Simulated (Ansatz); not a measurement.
Ideal-gas functions of `[F][Al]([F])[SH]` at 600 K and 1 bar, from an Ansatz frequency run at PBE0-D4/def2-TZVP.

Molar mass 98.05 g/mol, point group Cs (symmetry number 1), electronic degeneracy 1, moments of inertia 77.514, 163.341, 240.855 u Å². Harmonic wavenumbers (cm⁻¹, unscaled): 158, 228, 255, 265, 482, 668, 817, 943, 2704.

Use S(trans) = R[1.5 ln M + 2.5 ln T − 1.1517]; rotational temperatures θ = 24.2544 K / I; S(rot) = R[ln(√π/σ · √(T³/θAθBθC)) + 1.5]; for each mode x = 1.438777 ν̃/T, S = R[x/(eˣ − 1) − ln(1 − e⁻ˣ)] and H = RT x/(eˣ − 1); 1 cm⁻¹ = 0.0119627 kJ/mol; R = 8.31446 J/(mol·K).

**Question.** By hand: the entropy, in J/(mol·K).

**Answer.** Translation 180.6. Rotation: θ = 0.3129, 0.1485, 0.1007 K, giving 119.3. Vibration, mode by mode: 16.43, 13.44, 12.53, 12.22, 7.56, 5.23, 3.94, 3.10, 0.10, in all 74.6. Electronic 0.0. Sum 374.5 J/(mol·K).

**Question.** By hand: H − E and G − E in kJ/mol, counted from the electronic energy.

**Answer.** Zero-point energy ½ × 6520 × 0.0119627 = 39.0; thermal vibration 22.7; translation, rotation and pV give 4 RT = 20.0. H − E = 81.7 kJ/mol, and G − E = 81.7 − 600 × 374.5/1000 = -143.0 kJ/mol.

Vibration gives 20 % of the entropy. The sum counts one conformer and one mirror image; others add a mixing term.
